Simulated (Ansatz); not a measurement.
`Cc1cccc(N)c1`. The species carries charge 0 and has multiplicity 1. Geometry: relaxed with PBE0-D4/def2-TZVP. It is one conformer, not always the lowest.

```xyz
17

C     1.842    1.385    1.003
C     0.637    0.597    0.589
C    -0.366    0.296    1.507
C    -1.457   -0.462    1.114
C    -1.570   -0.927   -0.184
C    -0.577   -0.632   -1.118
N    -0.704   -1.036   -2.439
C     0.517    0.132   -0.713
H     1.597    2.098    1.793
H     2.267    1.938    0.163
H     2.625    0.725    1.391
H    -0.290    0.657    2.527
H    -2.237   -0.695    1.831
H    -2.433   -1.513   -0.483
H     0.159   -1.101   -2.953
H    -1.300   -1.834   -2.588
H     1.290    0.373   -1.438
```

Task: What is the dipole moment at ωB97M-V/def2-TZVPP? (Estimate.)

Result: Computed: 1.49 D, with components (0.63, -1.05, -0.85) D in this frame, pointing from negative to positive charge.

Task: And with PBE, r2SCAN, B3LYP? (An estimate is asked.)

Result: Ansatz gave: PBE 1.63 D, r2SCAN 1.61 D, B3LYP 1.54 D.

Task: Give the Mulliken charges with ωB97M-V, r2SCAN, PBE in def2-TZVPP. (Best estimate.)

Result: The calculation gave: 
```
atom  ωB97M-V  r2SCAN    PBE
  C1    -0.29   -0.14  -0.24
  C2     0.03    0.12   0.08
  C3    -0.17   -0.21  -0.19
  C4    -0.11   -0.04  -0.09
  C5    -0.17   -0.21  -0.18
  C6     0.19    0.27   0.18
  N7    -0.26   -0.31  -0.27
  C8    -0.15   -0.21  -0.19
  H9     0.10    0.05   0.08
 H10     0.10    0.04   0.08
 H11     0.12    0.06   0.10
 H12     0.10    0.08   0.09
 H13     0.11    0.09   0.10
 H14     0.09    0.06   0.08
 H15     0.11    0.15   0.15
 H16     0.11    0.15   0.15
 H17     0.08    0.05   0.06
```

B3LYP here is the variant with VWN-RPA as its local correlation; programs differ in this.
